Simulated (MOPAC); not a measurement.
Input for MOPAC: PM7 on C2H8OTe (a complex).

```
PM7 1SCF PRECISE CHARGE=0 THREADS=1
C2H8OTe

C      0.22529050 1    -1.31212054 1     0.07419019 1
Te     0.16601861 1     0.84194480 1     0.09775563 1
C      0.17101836 1     1.03980969 1    -2.05468361 1
H      1.13179005 1    -1.64569210 1    -0.42379263 1
H      0.22860427 1    -1.61950785 1     1.11655451 1
H     -0.65659520 1    -1.69481641 1    -0.43258099 1
H      1.07943997 1     0.60091944 1    -2.45896897 1
H      0.14297253 1     2.10269378 1    -2.28492568 1
H     -0.70800100 1     0.55187579 1    -2.46765398 1
O      0.17398375 1    -0.05301144 1     3.30143988 1
H     -0.60764281 1     0.51050591 1     3.30336962 1
H      0.92314571 1     0.55290836 1     3.31204364 1
```

Program output:

```
*******************************************************************************
 **                                                                           **
 **                              MOPAC v23.2.5                                **
 **                                                                           **
 *******************************************************************************
 ** MOPAC's Digital Object Identifier: https://doi.org/10.5281/zenodo.6511958 **
 **                                                                           **
 ** Please cite the open-source release paper for use of this MOPAC version:  **
 ** J. E. Moussa and J. J. P. Stewart (2026)                                  **
 ** MOPAC: An open-source semiempirical molecular orbital program             **
 ** J. Open Source Softw., 11(119), 8025, https://doi.org/10.21105/joss.08025 **
 *******************************************************************************

                              PM7 CALCULATION RESULTS

 *******************************************************************************
 *  PM7        - The PM7 Hamiltonian to be used
 *
 *
 *
 *                 CHARGE ON SYSTEM = 0
 *
 *
 *
 *  PRECISE    - TIGHTER CRITERIA TO BE USED
 *  1SCF       - DO 1 SCF AND THEN STOP
 *  THREADS=1  - MULTI-THREADING NOT USED
 *  T=         - A TIME OF 172800.0 SECONDS REQUESTED
 *  DUMP=N     - RESTART FILE WRITTEN EVERY 7200.0 SECONDS REQUESTED
 *******************************************************************************
PM7 1SCF PRECISE CHARGE=0 THREADS=1
 C2H8OTe

   ATOM   CHEMICAL          X               Y               Z
  NUMBER   SYMBOL      (ANGSTROMS)     (ANGSTROMS)     (ANGSTROMS)

     1       C          0.22529050  *  -1.31212054  *   0.07419019  *
     2      Te          0.16601861  *   0.84194480  *   0.09775563  *
     3       C          0.17101836  *   1.03980969  *  -2.05468361  *
     4       H          1.13179005  *  -1.64569210  *  -0.42379263  *
     5       H          0.22860427  *  -1.61950785  *   1.11655451  *
     6       H         -0.65659520  *  -1.69481641  *  -0.43258099  *
     7       H          1.07943997  *   0.60091944  *  -2.45896897  *
     8       H          0.14297253  *   2.10269378  *  -2.28492568  *
     9       H         -0.70800100  *   0.55187579  *  -2.46765398  *
    10       O          0.17398375  *  -0.05301144  *   3.30143988  *
    11       H         -0.60764281  *   0.51050591  *   3.30336962  *
    12       H          0.92314571  *   0.55290836  *   3.31204364  *



          CARTESIAN COORDINATES

    NO.       ATOM           X           Y           Z

     1         C          0.2253     -1.3121      0.0742
     2        Te          0.1660      0.8419      0.0978
     3         C          0.1710      1.0398     -2.0547
     4         H          1.1318     -1.6457     -0.4238
     5         H          0.2286     -1.6195      1.1166
     6         H         -0.6566     -1.6948     -0.4326
     7         H          1.0794      0.6009     -2.4590
     8         H          0.1430      2.1027     -2.2849
     9         H         -0.7080      0.5519     -2.4677
    10         O          0.1740     -0.0530      3.3014
    11         H         -0.6076      0.5105      3.3034
    12         H          0.9231      0.5529      3.3120

 General Reference for PM7:
 "Optimization of Parameters for Semiempirical Methods VI: More Modifications to the
 NDDO Approximations and Re-optimization of Parameters", J. J. P. Stewart, J. Mol. Mod., 1:32, 19 (2013)
 https://link.springer.com/article/10.1007/s00894-012-1667-x

           Empirical Formula: C2 H8 O Te  =    12 atoms



      MOLECULAR POINT GROUP   :   Cs


      RHF CALCULATION, NO. OF DOUBLY OCCUPIED LEVELS = 14


 -------------------------------------------------------------------------------
 PM7 1SCF PRECISE CHARGE=0 THREADS=1
 C2H8OTe



     1SCF WAS SPECIFIED, SO BFGS WAS NOT USED
     SCF FIELD WAS ACHIEVED


                              PM7 CALCULATION
                                                       MOPAC v23.2.5 Linux




          FINAL HEAT OF FORMATION =        -45.67707 KCAL/MOL =    -191.11285 KJ/MOL


          COSMO AREA              =        141.25 SQUARE ANGSTROMS
          COSMO VOLUME            =        130.29 CUBIC ANGSTROMS

          IONIZATION POTENTIAL    =          7.218026 EV
          HOMO LUMO ENERGIES (EV) =         -7.218  2.163
          NO. OF FILLED LEVELS    =         14
          MOLECULAR WEIGHT        =        175.6846         POINT GROUP:  Cs

          MOLECULAR DIMENSIONS (Angstroms)

            Atom       Atom       Distance
            H    12    H     9     6.00546
            H     6    H     8     4.00533
            H    11    H     4     3.23210


          SCF CALCULATIONS        =          1





   ATOM   CHEMICAL          X               Y               Z
  NUMBER   SYMBOL      (ANGSTROMS)     (ANGSTROMS)     (ANGSTROMS)

     1       C          0.22529050  *  -1.31212054  *   0.07419019  *
     2      Te          0.16601861  *   0.84194480  *   0.09775563  *
     3       C          0.17101836  *   1.03980969  *  -2.05468361  *
     4       H          1.13179005  *  -1.64569210  *  -0.42379263  *
     5       H          0.22860427  *  -1.61950785  *   1.11655451  *
     6       H         -0.65659520  *  -1.69481641  *  -0.43258099  *
     7       H          1.07943997  *   0.60091944  *  -2.45896897  *
     8       H          0.14297253  *   2.10269378  *  -2.28492568  *
     9       H         -0.70800100  *   0.55187579  *  -2.46765398  *
    10       O          0.17398375  *  -0.05301144  *   3.30143988  *
    11       H         -0.60764281  *   0.51050591  *   3.30336962  *
    12       H          0.92314571  *   0.55290836  *   3.31204364  *

                             CARTESIAN COORDINATES

   1    C        0.225290500    -1.312120540     0.074190190
   2   Te        0.166018610     0.841944800     0.097755630
   3    C        0.171018360     1.039809690    -2.054683610
   4    H        1.131790050    -1.645692100    -0.423792630
   5    H        0.228604270    -1.619507850     1.116554510
   6    H       -0.656595200    -1.694816410    -0.432580990
   7    H        1.079439970     0.600919440    -2.458968970
   8    H        0.142972530     2.102693780    -2.284925680
   9    H       -0.708001000     0.551875790    -2.467653980
  10    O        0.173983750    -0.053011440     3.301439880
  11    H       -0.607642810     0.510505910     3.303369620
  12    H        0.923145710     0.552908360     3.312043640


           Empirical Formula: C2 H8 O Te  =    12 atoms



      MOLECULAR POINT GROUP   :   Cs


                  EIGENVALUES
 -46.24286 -29.32363 -23.77659 -22.65721 -17.64595 -14.46363 -14.37504 -14.15529
 -14.09733 -14.03698 -12.01028 -11.64375  -9.84273  -7.21803   2.16277   3.28422
   4.13239   5.48746   5.53273   5.65144   5.75591   6.41353   6.56683   6.73114


              NET ATOMIC CHARGES AND DIPOLE CONTRIBUTIONS

  ATOM NO.   TYPE          CHARGE      No. of ELECS.   s-Pop       p-Pop
    1          C          -0.523204        4.5232     1.09561     3.42759
    2         Te           0.102885        5.8971     1.89353     4.00359
    3          C          -0.533160        4.5332     1.09596     3.43720
    4          H           0.153766        0.8462     0.84623
    5          H           0.177007        0.8230     0.82299
    6          H           0.153764        0.8462     0.84624
    7          H           0.155610        0.8444     0.84439
    8          H           0.158542        0.8415     0.84146
    9          H           0.155609        0.8444     0.84439
   10          O          -0.661805        6.6618     1.81851     4.84330
   11          H           0.330495        0.6695     0.66951
   12          H           0.330492        0.6695     0.66951
 DIPOLE           X         Y         Z       TOTAL
 POINT-CHG.    -0.042     1.526     0.025     1.527
 HYBRID         0.023    -0.634    -1.114     1.282
 SUM           -0.020     0.892    -1.088     1.407


          ATOMIC ORBITAL ELECTRON POPULATIONS

     Atom    s        px        py        pz
    1  C   1.09561   1.18118   1.04605   1.20037
    2 Te   1.89353   1.99516   0.99617   1.01225
    3  C   1.09596   1.18504   1.18940   1.06276
    4  H   0.84623
    5  H   0.82299
    6  H   0.84624
    7  H   0.84439
    8  H   0.84146
    9  H   0.84439
   10  O   1.81851   1.35690   1.48682   1.99957
   11  H   0.66951
   12  H   0.66951

 **********************
 *                    *
 * JOB ENDED NORMALLY *
 *                    *
 **********************




 == MOPAC DONE ==
```

The run finished.

Cost: very roughly 0.020 core-seconds.
